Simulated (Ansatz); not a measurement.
A nudged elastic band was laid between two geometries of ClF4HTi (7 atoms, charge 0, multiplicity 1).

Level of theory: Ansatz 0.2.0, RKS PBE0/def2-SVP.

| Property | Result |
| --- | --- |
| movable images | 9 |
| climbing image | yes |
| spring | 5.0 eV/Å² |
| optimiser | quadratic models (default) |
| start path | through a guess of the saddle point |
| force threshold | 0.05 eV/Å |
| iteration limit | 60 |
| end points | relaxed |

First end point:

```xyz
7
Properties=species:S:1:pos:R:3
Ti 0.149 0.000 -0.059
F 0.207 0.000 1.685
F 1.793 0.000 -0.575
F -0.549 1.437 -0.712
F -0.549 -1.437 -0.712
Cl -2.807 0.000 1.280
H -2.032 0.000 2.310
```

Last end point:

```xyz
7
Properties=species:S:1:pos:R:3
Ti -0.411 0.172 -0.150
F -0.239 -0.876 1.968
F 1.144 0.732 0.331
F -0.640 0.988 -1.642
F -0.465 -1.481 -0.632
Cl -2.170 0.943 1.014
H -1.006 -0.477 2.330
```

Question: What changes between the two ends?

Answer: Bonds broken: Cl6–H7. Bonds formed: Ti1–Cl6, F2–H7.

Question: Give the energies along the band, and the barrier.

Answer: The run converged. The highest image is number 5 of 0 to 10, 0.55 eV above the first end and 0.43 eV above the last; the last end lies 0.12 eV above the first. A vibrational analysis at the climbing image gives one clearly imaginary mode, 448i cm⁻¹: a first-order saddle point. The orbitals stay closed-shell, which can raise the energy where a bond breaks towards radicals; this wasn't checked here.

```json
{"image": "0", "path coordinate (Å)": "0.00", "energy (eV)": "0.00", "Cl6–H7 (Å)": "1.29", "Ti1–Cl6 (Å)": "3.25", "F2–H7 (Å)": "2.32"}
{"image": "1", "path coordinate (Å)": "0.26", "energy (eV)": "0.01", "Cl6–H7 (Å)": "1.29", "Ti1–Cl6 (Å)": "3.14", "F2–H7 (Å)": "2.06"}
{"image": "2", "path coordinate (Å)": "0.53", "energy (eV)": "0.08", "Cl6–H7 (Å)": "1.30", "Ti1–Cl6 (Å)": "2.99", "F2–H7 (Å)": "1.83"}
{"image": "3", "path coordinate (Å)": "0.79", "energy (eV)": "0.21", "Cl6–H7 (Å)": "1.32", "Ti1–Cl6 (Å)": "2.83", "F2–H7 (Å)": "1.63"}
{"image": "4", "path coordinate (Å)": "1.05", "energy (eV)": "0.41", "Cl6–H7 (Å)": "1.38", "Ti1–Cl6 (Å)": "2.67", "F2–H7 (Å)": "1.41"}
{"image": "5", "path coordinate (Å)": "1.31", "energy (eV)": "0.55", "Cl6–H7 (Å)": "1.53", "Ti1–Cl6 (Å)": "2.55", "F2–H7 (Å)": "1.16"}
{"image": "6", "path coordinate (Å)": "1.74", "energy (eV)": "0.41", "Cl6–H7 (Å)": "1.86", "Ti1–Cl6 (Å)": "2.37", "F2–H7 (Å)": "0.98"}
{"image": "7", "path coordinate (Å)": "2.17", "energy (eV)": "0.35", "Cl6–H7 (Å)": "2.01", "Ti1–Cl6 (Å)": "2.32", "F2–H7 (Å)": "0.96"}
{"image": "8", "path coordinate (Å)": "2.60", "energy (eV)": "0.27", "Cl6–H7 (Å)": "2.08", "Ti1–Cl6 (Å)": "2.29", "F2–H7 (Å)": "0.95"}
{"image": "9", "path coordinate (Å)": "3.03", "energy (eV)": "0.17", "Cl6–H7 (Å)": "2.16", "Ti1–Cl6 (Å)": "2.27", "F2–H7 (Å)": "0.94"}
{"image": "10", "path coordinate (Å)": "3.46", "energy (eV)": "0.12", "Cl6–H7 (Å)": "2.26", "Ti1–Cl6 (Å)": "2.25", "F2–H7 (Å)": "0.94"}
```

Question: What is the geometry of the highest image?

Answer: 
```xyz
7
Properties=species:S:1:pos:R:3
Ti -0.248 0.000 -0.012
F -0.041 -0.047 1.943
F 1.468 0.036 -0.106
F -0.652 1.380 -0.945
F -0.623 -1.432 -0.873
Cl -2.490 0.071 1.193
H -1.201 -0.007 2.018
```

Question: What are the harmonic wavenumbers there?

Answer: 448i, 29, 166, 172, 213, 239, 251, 366, 492, 738, 806, 846, 887, 979, 1448 cm⁻¹.

The band took 17 iterations and of the order of 20 core-minutes.

Run time: 5.4 min on 4 threads of Arm Neoverse V1 (shared host), peak memory 0.29 GiB.
